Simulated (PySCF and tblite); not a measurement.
Values are calculated unless marked as measured or tabulated.
Conformers and averaged properties: C7H12, numbered as in [CH3:1]/[CH:2]=[CH:3]\[CH:4]=[CH:5]\[CH2:6][CH3:7]

The ensemble was built from 90 distance-geometry starts (ETKDG, MMFF94s, GFN2-xTB) and rests on GFN2-xTB geometries. Weights use B3LYP-D3(BJ)/def2-SVP (IEF-PCM, dimethylsulfoxide) energies plus GFN2-xTB zero-point and thermal terms (modes under about 100 cm⁻¹ blended into free rotors). Symmetry numbers and mirror images are counted. Conformers within 2.5 kcal/mol (GFN2-xTB free energy) were kept, 4 at most. GIAO shieldings: wB97X-D/pcSseg-1 (IEF-PCM, dimethylsulfoxide). Shifts are against TMS (¹H), TMS (¹³C) at the same level. Programs: PySCF with density fitting and tblite.

Torsions listed: C2–C3–C4–C5, C4–C5–C6–C7. Of a mirror pair one member is shown.

| conformer | shape | symmetry | E(GFN2) kcal/mol | E(DFT) kcal/mol | G(298.15 K) kcal/mol | weight % | dipole D |
| --- | --- | --- | --- | --- | --- | --- | --- |
| 1 | 180°, 118° | C1 (pair) | 0.00 | 0.18 | 0.00 | 67.2 | 0.40 |
| 2 | 180°, 0° | Cs | 0.69 | 0.00 | 0.42 | 32.8 | 0.50 |

Weights (%) against temperature:

```json
{"T (K)": "250", "1": "66.0", "2": "34.0", "S(mix) cal/mol/K": "2.18"}
{"T (K)": "298.15", "1": "67.2", "2": "32.8", "S(mix) cal/mol/K": "2.18"}
{"T (K)": "350", "1": "68.0", "2": "32.0", "S(mix) cal/mol/K": "2.18"}
```

Averaged shifts at 298.15 K. ¹H: 6.76 (H4, 1H), 6.25 (H3, 1H), 6.21 (H5, 1H), 5.79 (H2, 1H), 2.26 (H6, 2H), 1.97 (H1, 3H), 1.13 (H7, 3H) ppm. ¹³C: 148.4 (C5), 136.7 (C3), 136.0 (C2), 131.2 (C4), 31.3 (C6), 17.0 (C1), 16.4 (C7) ppm.

Coordinates of conformer 1 (Å):

```xyz
19

C     3.166    0.931   -0.066
C     2.611   -0.197   -0.868
C     1.366   -0.677   -0.843
C     0.272   -0.209   -0.025
C    -0.949   -0.744   -0.062
C    -2.106   -0.280    0.760
C    -3.249    0.215   -0.128
H     3.549    1.704   -0.732
H     4.001    0.579    0.540
H     2.425    1.376    0.591
H     3.326   -0.657   -1.539
H     1.123   -1.507   -1.496
H     0.465    0.612    0.651
H    -1.157   -1.564   -0.737
H    -2.470   -1.111    1.371
H    -1.789    0.521    1.431
H    -3.583   -0.576   -0.796
H    -4.093    0.533    0.480
H    -2.919    1.058   -0.732
```

Shifts are unscaled: against experiment ¹³C can be off by 15 ppm or more and ¹H by 0.8 ppm.

Search and properties took 85 s on 1 thread of Intel Xeon Platinum 8488C, on a host shared with other jobs (rough), launched as `OMP_NUM_THREADS=1 python ens_run.py task.json out`.
